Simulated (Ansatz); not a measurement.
H$_{4}$OSiSn (`[O]1[SiH2][SnH2]1`), charge 0, multiplicity 1.

(1) Give a relaxed structure at PBE0-D4/def2-TZVP (Ansatz). (An estimate is asked.)

## Answers

(1) Ansatz gave: 
Cartesian coordinates in Å:
```
O -1.067 -0.333 -0.551
Si -0.489 1.122 -0.142
Sn 0.797 -0.918 0.311
H -1.142 1.869 0.964
H -0.074 2.057 -1.220
H 0.379 -2.006 1.562
H 1.595 -1.791 -0.923
```
Point group Cs.
